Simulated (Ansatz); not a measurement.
Consider the ligand exchange at the Sn–S bond: `[NH2][Sn][SH]` + HCl → `[NH2][Sn][Cl]` + H₂S.

Gas-phase electronic energies from Ansatz, PBE0-D4/def2-TZVP geometries. CCSD(T)/CBS adds triple-zeta CCSD(T) − MP2 to the extrapolated MP2 energy (def2 sets, frozen cores). This one scheme is used for every species. DFT in def2-TZVPP. def2 core potentials past Kr. For Sn outer-core shells are correlated without core-valence functions, which leaves a few kJ/mol of doubt a bond. Each species was taken in one conformer, which may not be the lowest.

| level | ΔE (kJ/mol) |
| --- | --- |
| B97M-V | -43.9 |
| r2SCANh-D4 | -38.9 |
| MP2/def2-SVP | -38.4 |
| MP2/CBS(def2) | -37.5 |

**Question.** What does CCSD(T)/CBS give? (Best estimate.)

**Answer.** The calculation gave: -38.4 kJ/mol. The listed levels differ from it by -5.5, -0.5, 0.0, 0.9 kJ/mol.

Largest T1 diagnostic among the species: 0.016.

Leaving LDA and LC-ωPBE aside and taking each functional with its dispersion term where it has one, the values, not all of them listed here, spread over 8.7 kJ/mol, from B97M-V to revPBE-D4. LDA lies +4.2 kJ/mol from PBE without D4. In def2-TZVPP, CCSD(T) changes the Hartree–Fock value by +14.1 kJ/mol (the triples alone add +2.3 kJ/mol) and MP2 by +14.9 kJ/mol.
